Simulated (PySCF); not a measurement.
Exact mass, isotope pattern and composition

Species: `P[SiH2]CO[SiH3]`.

Calculated from tabulated atomic weights, isotope masses and abundances; no fragmentation.

**Question.** What are the average molar mass and the monoisotopic mass?

**Answer.** For CH9OPSi2, with standard atomic weights, 2 × 28.085 + 1 × 15.999 + 1 × 12.011 + 1 × 30.974 + 9 × 1.008 = 124.226 g/mol. From the most abundant isotopes (28Si, 16O, 12C, 31P, 1H), 2 × 27.976927 + 1 × 15.994915 + 1 × 12.000000 + 1 × 30.973762 + 9 × 1.007825 = 123.9930 u.

**Question.** What cluster does the molecular ion M+• show when like nominal masses merge?

**Answer.** 
```json
{"nominal mass": "124", "m/z (centroid)": "123.9924", "relative intensity": "100.0"}
{"nominal mass": "125", "m/z (centroid)": "124.9924", "relative intensity": "11.4"}
{"nominal mass": "126", "m/z (centroid)": "125.9897", "relative intensity": "7.3"}
{"nominal mass": "127", "m/z (centroid)": "126.9900", "relative intensity": "0.4"}
{"nominal mass": "128", "m/z (centroid)": "127.9871", "relative intensity": "0.1"}
```

Cut off at 0.1 %. One electron mass, 0.00055 u, is taken off.

**Question.** Count the protons, neutrons and electrons of the monoisotopic species, and give its exact less its nominal mass.

**Answer.** 66 protons, 58 neutrons and 66 electrons; 123.9930 − 124 = -0.0070 u.

**Question.** Which m/z would the protonated, sodiated and deprotonated molecule have?

**Answer.** [M+H]+ 125.0002, [M+Na]+ 146.9822, [M−H]− 122.9857, for the monoisotopic species (arithmetic only; whether such ions form is another matter).

**Question.** What resolving power m/Δm just matches the spacing of the species with one 29Si and with one 13C?

**Answer.** They lie 0.00379 u apart at mass 124.99, so m/Δm is about 33000.

**Question.** List the species in which a single atom is changed from its most abundant isotope.

**Answer.** Intensity in % of the monoisotopic species:

```csv
isotope,mass shift (u),m/z,intensity (%)
29Si,+0.99957,124.9920,10.16
13C,+1.00335,124.9958,1.08
17O,+1.00422,124.9966,0.04
2H,+1.00628,124.9987,0.10
30Si,+1.99684,125.9892,6.69
18O,+2.00425,125.9967,0.21
```

Species under 0.02 % are left out.
